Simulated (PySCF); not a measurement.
C2H5 (SMILES [CH2]C), doublet, at the geometry optimised at the base level; PBE0/6-31G, frequencies in PySCF.

Here is a job for PySCF.
```python
from pyscf import gto, scf, dft
from pyscf.hessian import thermo

mol = gto.Mole()
mol.atom = '''
    C    -0.025250   -0.692647   -0.014237
    C     0.011072    0.793747    0.016424
    H     0.987534   -1.132073   -0.029536
    H    -0.529073   -1.106400    0.867160
    H    -0.539872   -1.069561   -0.905860
    H     0.088891    1.331434    0.955655
    H     0.077587    1.370001   -0.900541
'''
mol.basis = '6-31g'
mol.charge = 0
mol.spin = 1
mol.verbose = 3
mol.build()

mf = dft.UKS(mol)
mf.xc = 'pbe0'
mf.kernel()
hess = mf.Hessian().kernel()
freq = thermo.harmonic_analysis(mf.mol, hess, exclude_rot=False)
print('frequencies / cm-1', freq['freq_wavenumber'].round(1))
th = thermo.thermo(mf, freq['freq_au'], 298.15, 101325)
thermo.dump_thermo(mf.mol, th)
```

Question: What does PySCF print? Leave out banner, timings and long lists.

Answer: 
```
converged SCF energy = -79.0342789391369  <S^2> = 0.75437109  2S+1 = 2.0043663
frequencies / cm-1 [   0. +6.2j    0. +4.8j    6.3+0.j    98.8+0.j   500.4+0.j   843.4+0.j
 1019.4+0.j  1106. +0.j  1225.9+0.j  1457. +0.j  1501.4+0.j  1527.2+0.j
 1532.7+0.j  2998.3+0.j  3090.8+0.j  3140.9+0.j  3191.7+0.j  3302.4+0.j ]
temperature 298.1500 [K]
pressure 101325.00 [Pa]
Rotational constants [GHz] 103.43187 22.69929 21.03741
Symmetry number 1
Zero-point energy (ZPE) 0.06047 [Eh]   158759.603 [J/mol]
                           tot       elec      trans        rot        vib
Entropy [J/mol/K]       294.152      5.763    150.768     81.233     56.388
Cv [J/mol/K]             53.750      0.000     12.472     12.472     28.807
Cp [J/mol/K]             62.064      0.000     20.786     12.472     28.807
Internal energy [J/mol]                      3718.434   3718.434 164143.371
Internal energy [Eh]   -78.96893  -79.03428
Enthalpy [J/mol]                             6197.391   3718.434 164143.371
Enthalpy [Eh]          -78.96798
Gibbs free energy [J/mol]                  -38754.186 -20501.099 147331.233
Gibbs free energy [Eh] -79.00139
```
